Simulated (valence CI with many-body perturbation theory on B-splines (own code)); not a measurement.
**Missing levels of Ta⁶⁵⁺**

Level of theory: valence CI with perturbative core correlation (CI+MBPT): six valence electrons over a frozen Dirac-Fock core [He], radial functions for each j: 9 s, 9 p, 8 d, 6 f, 3 g, 1 h, with the one-electron correlation potential Σ1, the two-electron term Σ2, the three-electron term Σ3, Breit, model QED; selected CI, second order for the rest, scaled by the run's own slope (own B-spline code, finite nucleus).

The last digits are not significant, and no measured levels were compared; by estimate large intervals hold to a few tenths of a per cent, small ones and those within an open d or f shell to about a per cent. Among the levels kept, up to 2300 cm⁻¹ of a level comes from second order outside the variational space, and about a tenth of that is noise between levels of different J, which matters for small intervals.

```tsv
Level	E (Ry)
(2s^2 2p1/2^2 2p3/2^2) J=2	0.00
(2s^2 2p1/2^2 2p3/2^2) J=0	4.39
(2s^2 2p1/2 2p3/2^3) J=1	96.56
(2s^2 2p1/2 2p3/2^3) J=2	97.94
(2s 2p1/2^2 2p3/2^3) J=2	?
(2s 2p1/2^2 2p3/2^3) J=1	131.93
(2s^2 2p3/2^4) J=0	196.31
(2s 2p1/2 2p3/2^4) J=0	223.29
(2s 2p1/2 2p3/2^4) J=1	?
(2p1/2^2 2p3/2^4) J=0	?
(2s^2 2p1/2^2 2p3/2 3s) J=2	617.91
(2s^2 2p1/2^2 2p3/2 3s) J=1	?
(2s^2 2p1/2^2 2p3/2 3p1/2) J=1	626.68
(2s^2 2p1/2^2 2p3/2 3p1/2) J=2	626.79
(2s^2 2p1/2^2 2p3/2 3p3/2) J=3	654.29
(2s^2 2p1/2^2 2p3/2 3p3/2) J=1	654.33
(2s^2 2p1/2^2 2p3/2 3p3/2) J=2	656.41
(2s^2 2p1/2^2 2p3/2 3p3/2) J=0	?
(2s^2 2p1/2^2 2p3/2 3d3/2) J=2	663.05
(2s^2 2p1/2^2 2p3/2 3d3/2) J=3	?
```

Levels are named by their leading jj configuration (3d3/2^4 stands for four electrons in 3d with j = 3/2), which in mixed levels can hold well under half, so a name can repeat and another be missing.

**Question.** The levels stand in rising order. What does the calculation give for the missing energies?

**Answer.** (2s 2p1/2^2 2p3/2^3) J=2 125.87; (2s 2p1/2 2p3/2^4) J=1 226.08; (2p1/2^2 2p3/2^4) J=0 260.59; (2s^2 2p1/2^2 2p3/2 3s) J=1 618.56; (2s^2 2p1/2^2 2p3/2 3p3/2) J=0 658.31; (2s^2 2p1/2^2 2p3/2 3d3/2) J=3 663.64.
